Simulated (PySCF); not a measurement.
Compound: C9H9NSi.
Z-matrix (Å and degrees, PBE0-D3(BJ)/def2-SVP geometry), rows numbered from 1:
```
C 
C   1  1.3479
C   2  1.4897  1  117.40
C   3  1.4807  2  118.56  1  -179.94
C   4  1.4047  3  122.03  2   175.22
C   5  1.3879  4  119.18  3   179.77
C   6  1.3941  5  118.94  4     0.09
C   7  1.3933  6  117.89  5     0.14
N   8  1.3274  7  123.43  6    -0.12
C   3  1.3577  2  115.67  1     0.31
Si  1  1.8685  2  107.01  3    -0.21
H   1  1.0917  2  122.09  3   179.84
H   2  1.0930  1  124.91  3   179.92
H   5  1.0905  4  120.43  3    -0.51
H   6  1.0928  5  120.33  4   179.97
H   7  1.0917  6  121.51  5   179.95
H   8  1.0963  7  120.24  6   179.80
H  10  1.0911  3  122.98  2   179.38
H  11  1.4966  1  114.59  2   117.37
H  11  1.4964  1  114.51  2  -117.28
```

Computed with PySCF at PBE0/pcSseg-1, non-relativistic, on one gas-phase PBE0-D3(BJ)/def2-SVP geometry that isn't relaxed in the solvent. The solvent is an IEF-PCM continuum (van der Waals radii × 1.2). Only the electrostatic response of the medium enters.

Gas phase at PBE0/pcSseg-1: HOMO -6.57 eV, LUMO -1.97 eV, dipole 2.33 D.

Question: What does the continuum do to the energy, the frontier levels and the dipole at PBE0/pcSseg-1 in acetone and acetonitrile?

Answer: 
| solvent | ε | E(solvent) − E(gas) (kcal/mol) | polarisation term (kcal/mol) | distortion of the solute (kcal/mol) | HOMO (eV) | LUMO (eV) | dipole (D) |
| --- | --- | --- | --- | --- | --- | --- | --- |
| acetone | 20.49 | -4.66 | -5.59 | 0.93 | -6.64 | -2.03 | 3.19 |
| acetonitrile | 35.69 | -4.86 | -5.87 | 1.01 | -6.65 | -2.03 | 3.23 |

Polarisation term: ½ Σ q·V over the induced surface charges. Distortion: the rise of the solute's own energy as its density leaves the gas-phase optimum. From acetone to acetonitrile the lowering changes by a factor 1.04, Onsager's factor (ε − 1)/(2ε + 1) by 1.03 and ε itself by 1.7.

Question: Which radius a makes the point-dipole formula ΔE = −[(ε − 1)/(2ε + 1)]·μ²/a³ give the value in acetonitrile, with the gas-phase dipole?

Answer: μ = 0.917 au and |ΔE| = 0.00774 Eh give a = 1.98 Å; the farthest nucleus lies 4.51 Å from the centroid of the nuclei, so such a sphere wouldn't even hold the nuclei. The formula assumes a rigid point dipole at the centre of a sphere.

Question: Which Hirshfeld charges (PBE0/pcSseg-1) respond most in acetone (means over atoms taken as equivalent)?

Answer: 
| atoms | environment | gas (e) | solvent (e) | change |
| --- | --- | --- | --- | --- |
| N9 | pyridine-type nitrogen | -0.141 | -0.164 | -0.023 |
| H15 | aromatic hydrogen | +0.059 | +0.071 | +0.012 |
| H16 | aromatic hydrogen | +0.056 | +0.067 | +0.011 |
| C2 | alkene CH carbon | -0.041 | -0.051 | -0.010 |
| H18 | vinylic hydrogen | +0.044 | +0.054 | +0.010 |
| H14 | aromatic hydrogen | +0.053 | +0.063 | +0.010 |

Question: Which Mayer bond orders change most in acetone?

Answer: 
| bond | length (Å) | gas | solvent | change |
| --- | --- | --- | --- | --- |
| C8–N9 | 1.327 | 1.494 | 1.479 | -0.015 |
| C2–C3 | 1.490 | 1.098 | 1.087 | -0.011 |
| C7–C8 | 1.393 | 1.396 | 1.402 | +0.006 |
| C4–C5 | 1.405 | 1.303 | 1.308 | +0.005 |
| C5–C6 | 1.388 | 1.467 | 1.462 | -0.005 |
| C10–Si11 | 1.871 | 0.879 | 0.884 | +0.005 |
| C3–C10 | 1.358 | 1.817 | 1.813 | -0.004 |
| C8–H17 | 1.096 | 0.972 | 0.968 | -0.004 |
